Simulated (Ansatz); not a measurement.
One geometry of n-GeGeGeGeSiH12 (SiGe4H12), several levels of theory.

```yaml
crystal:
  periodic: [false, false, false]
  atoms:
    - {symbol: Ge, position_ang: [-0.382388, 2.703831, -0.459625]}
    - {symbol: Ge, position_ang: [0.979901, 0.991261, -1.491453]}
    - {symbol: Ge, position_ang: [-0.243338, -1.101670, -1.570732]}
    - {symbol: Ge, position_ang: [0.112421, -2.306936, 0.500678]}
    - {symbol: Si, position_ang: [-0.256343, -0.894578, 2.380581]}
    - {symbol: H, position_ang: [0.456844, 3.931863, -0.070528]}
    - {symbol: H, position_ang: [-1.061689, 2.154549, 0.805266]}
    - {symbol: H, position_ang: [-1.479390, 3.146900, -1.441341]}
    - {symbol: H, position_ang: [1.387900, 1.444948, -2.905194]}
    - {symbol: H, position_ang: [2.271669, 0.785800, -0.677940]}
    - {symbol: H, position_ang: [0.201940, -1.957677, -2.770879]}
    - {symbol: H, position_ang: [-1.745079, -0.803249, -1.738898]}
    - {symbol: H, position_ang: [-0.806661, -3.539730, 0.570787]}
    - {symbol: H, position_ang: [1.567786, -2.807815, 0.522846]}
    - {symbol: H, position_ang: [-0.041697, -1.640339, 3.658044]}
    - {symbol: H, position_ang: [0.692476, 0.260049, 2.331649]}
    - {symbol: H, position_ang: [-1.654333, -0.367217, 2.356730]}
basis:
  gaussian: {orbitals: def2-TZVP, initial_orbitals: start.molden}
hamiltonian: {xc: {name: BLYP}, dispersion: d4}
scf: {omitted_lower_state_checks: [starts]}
output: {orbitals: {seedname: orbitals}}
```

The file start.molden holds the orbitals of an earlier run on this structure, at another level or in another basis.

```sh
$ ansatz run in.yaml --threads 4 --pin off --events-out ev --progress --plain --max-ram 4787MiB
```

Shortened log:

```
Functional definition: BLYP
  name "BLYP"
  cite "Becke, Phys. Rev. A 38, 3098 (1988) doi:10.1103/PhysRevA.38.3098"
  cite "Lee, Yang & Parr, Phys. Rev. B 37, 785 (1988) doi:10.1103/PhysRevB.37.785"
  parameter beta = 0.0042
  parameter a = 0.04918
  parameter b = 0.132
  parameter c = 0.2533
  parameter d = 0.349
  exchange = b88_x(beta = beta)
  correlation = lyp_c(a = a, b = b, c = c, d = d)
these checks for a lower state are left out or cut short: starts
2212 factors; their error is unknown
mean field evaluation 1: about -234151.5831 eV, gradient 2.1e1 eV
mean field evaluation 2: about -234152.0220 eV, gradient 4.2e-1 eV
mean field evaluation 4: about -234151.9634 eV, gradient 7.0e-2 eV
mean field evaluation 8: about -234151.9634 eV, gradient 9.3e-6 eV
mean field -234151.96341420 eV, -8604.9259415704 hartree, gradient 9.3e-6 eV, S^2 0.000000; 0 other end points of the search recorded, 0 dependent functions left out
reference -234151.96394330 eV, -8604.9259610148 hartree; 77, 77 occupied and 224, 224 virtual orbitals, 2212 factors
Total energy: -234152.98794353 eV, -8604.9635923292 hartree
Checks for a lower state left out: starts
```

Hardware: 4 threads of Arm Neoverse V2 on a shared host. Wall time 5.5 s, peak host memory 0.65 GiB.

As the first input, with `hamiltonian: {xc: {name: BHLYP}, dispersion: d4}`, `output: {forces: true, orbitals: {seedname: orbitals}}` (abridged; 18 s):

```
Functional definition: BHLYP
mean field -234144.69228762 eV, -8604.6587325974 hartree, gradient 1.1e-5 eV, S^2 0.000000
Total energy: -234145.44026896 eV, -8604.6862204045 hartree
Atom 0 force    -0.116668     0.153065     0.102837 eV/Å
Atom 1 force     0.218325     0.013826    -0.092430 eV/Å
Atom 2 force    -0.121808    -0.083330    -0.171856 eV/Å
Atom 3 force     0.049363    -0.155992     0.072758 eV/Å
Atom 4 force    -0.063852     0.243376     0.304394 eV/Å
Atom 5 force    -0.073526    -0.098462    -0.031412 eV/Å
Atom 6 force     0.057914     0.040513    -0.100758 eV/Å
Atom 7 force     0.083037    -0.035527     0.079163 eV/Å
Atom 8 force    -0.033271    -0.034807     0.117031 eV/Å
Atom 9 force    -0.105643     0.013539    -0.064165 eV/Å
Atom 10 force    -0.037040     0.073734     0.099082 eV/Å
Atom 11 force     0.116846    -0.012967     0.005651 eV/Å
Atom 12 force     0.061284     0.087134    -0.003735 eV/Å
Atom 13 force    -0.092565     0.029737    -0.002113 eV/Å
Atom 14 force    -0.054431     0.196634    -0.327640 eV/Å
Atom 15 force    -0.252219    -0.300111     0.005885 eV/Å
Atom 16 force     0.364256    -0.130362     0.007311 eV/Å
Dipole moment:     0.004486    -0.011091     0.002403 e Å
Checks for a lower state left out: starts
```

The first input with `gaussian: {orbitals: def2-SVP, initial_orbitals: start.molden}`, `hamiltonian: {xc: pbe0, dispersion: d4}` (abridged; 5.5 s):

```
Functional definition: PBE0
mean field -234083.84135452 eV, -8602.4225020521 hartree, gradient 1.8e-5 eV, S^2 0.000000
Total energy: -234084.28354892 eV, -8602.4387523967 hartree
Checks for a lower state left out: starts
```

The first input with `gaussian: {orbitals: STO-3G}`, `hamiltonian: {xc: hf}` (abridged; 0.65 s):

```
Functional definition: HF
mean field -231289.80165968 eV, -8499.7434371350 hartree, gradient 1.9e-5 eV, S^2 0.000000
Total energy: -231289.80165968 eV, -8499.7434371350 hartree
Checks for a lower state left out: starts
```

As the first input, with `hamiltonian: {xc: pbe}`, `correlation: {method: rpa}` and without the key `output` (abridged; 12 s):

```
Functional definition: PBE
mean field -234107.91653138 eV, -8603.3072484829 hartree, gradient 8.4e-6 eV, S^2 0.000000
41 core orbitals not correlated: weight in the atoms' cores, before any rotation towards them, 1.000 or more for the frozen orbitals, at most 0.000 for the correlated occupied ones
Total energy: -233995.89405074 eV, -8599.1904982511 hartree
Checks for a lower state left out: starts
```

The first input with `hamiltonian: {xc: {name: B3LYP}, dispersion: d4}` (abridged; 11 s):

```
Functional definition: B3LYP
mean field -234153.06162109 eV, -8604.9662999294 hartree, gradient 1.3e-5 eV, S^2 0.000000
Total energy: -234153.87288797 eV, -8604.9961134373 hartree
Checks for a lower state left out: starts
```

The first input with `gaussian: {orbitals: 6-31G}`, `hamiltonian: {xc: {name: B3LYP}, dispersion: d4}` (abridged; 3.5 s):

```
Functional definition: B3LYP
mean field -234112.37721574 eV, -8603.4711756099 hartree, gradient 1.3e-5 eV, S^2 0.000000
Total energy: -234113.18846402 eV, -8603.5009884341 hartree
Checks for a lower state left out: starts
```

Geometry: r2SCAN-D4/def2-SVP.

The 6-31G sets use Cartesian d functions. B3LYP takes the VWN-RPA correlation. Correlated methods freeze 41 core orbitals; core or outer-core shells of Ge are correlated, in sets that lack core-valence functions.
